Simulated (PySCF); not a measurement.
**From a computed spectrum to the compound**

A species of 6 atoms with charge 0 has these harmonic modes (PBE0, small Gaussian bases with core potentials, PySCF 2.14.0):

```
cm⁻¹  km/mol  symmetry
  61     0.9        a1
  83     1.9        b1
 188    41.1        a1
 193    38.8        b1
 205     1.6        b2
 207    36.2        b2
 216     0.0        a2
 587     0.0        a1
 597     0.4        a1
 626    51.5        b2
 634    51.9        b1
 636    50.6        a1
```

(1) Which species is it, and in which structure?

Answers

(1) BiF5 (singlet):
```xyz
6

Bi    0.0000    0.0000   -0.0055
F     0.0000    0.0000    1.9825
F     1.9982    0.0000   -0.0552
F     0.0000    1.7762   -0.9059
F    -1.9982    0.0000   -0.0552
F     0.0000   -1.7762   -0.9059
```
Ideal gas at 298.15 K and 1 bar: S = 379.5 J/(mol K), Cp = 109.0 J/(mol K), H − H(0 K) = 23.4 kJ/mol (rigid rotor, harmonic modes, spin degeneracy alone). 
 Other answers can fit too; this one was computed.
